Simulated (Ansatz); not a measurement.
Which is lower?

Two relaxed structures of BSiH3OF (charge -1), closed shell (PBE0-D4/def2-TZVPD; forces vanish, vibrations not checked).

A:

```json
{"atom": "B1", "x (Å)": "-0.9869", "y (Å)": "1.1279", "z (Å)": "0.3570"}
{"atom": "Si2", "x (Å)": "0.6332", "y (Å)": "-0.7920", "z (Å)": "-0.8758"}
{"atom": "O3", "x (Å)": "0.1252", "y (Å)": "0.7987", "z (Å)": "-0.2702"}
{"atom": "F4", "x (Å)": "1.3076", "y (Å)": "-0.2289", "z (Å)": "-2.3037"}
{"atom": "H5", "x (Å)": "-1.8662", "y (Å)": "0.3217", "z (Å)": "0.5944"}
{"atom": "H6", "x (Å)": "-1.1459", "y (Å)": "2.2834", "z (Å)": "0.7141"}
{"atom": "H7", "x (Å)": "1.9569", "y (Å)": "-0.7822", "z (Å)": "-0.0525"}
```

B:

```xyz
7
angstrom
B -0.7183 0.3703 -0.5032
Si 0.6485 -0.9199 0.3677
O -1.2770 0.3754 -1.6442
F 1.2733 -2.2574 -0.3584
H -0.8813 1.2124 0.4288
H 0.1207 -1.4566 1.6819
H 1.8815 -0.1692 0.8257
```

Ansatz 0.2.0; basis: def2-TZVPPD; cores frozen in the correlated methods. B3LYP uses VWN-RPA correlation.

Which structure is lower at CCSD(T), and by how much? (Judge from chemistry; the value comes from the calculation.)

The calculation gives: A, by 34.2 kJ/mol (electronic energy, against the other). By their contacts, A is BSiH₃OF ([BH2][O][SiH][F]), total charge -1 and B is BSiH₃OF ([O][BH][SiH2][F]), total charge -1.

All methods give the same order:

```tsv
method	E(B) − E(A) (kJ/mol)
PBE-D4	15.2
r2SCAN-D4	22.4
PBE0-D4	25.0
B3LYP-D4	32.0
wB97M-V	41.6
HF	57.7
MP2	27.8
CCSD	39.3
CCSD(T)	34.2
```

No T1 diagnostic of these runs exceeds 0.017.

Labels in which every atom is bracketed show which atoms are joined, not bond orders.

For scale, one of the runs: CCSD(T)/def2-TZVPPD, 216 basis functions, launched by `ansatz run in.yaml --threads 2 --pin off --events-out ev --progress --plain --max-ram 4352MiB`. The run took 120 s on 2 CPU threads of an Arm Neoverse V2 (shared host), with 3.2 GiB of host memory at its peak.
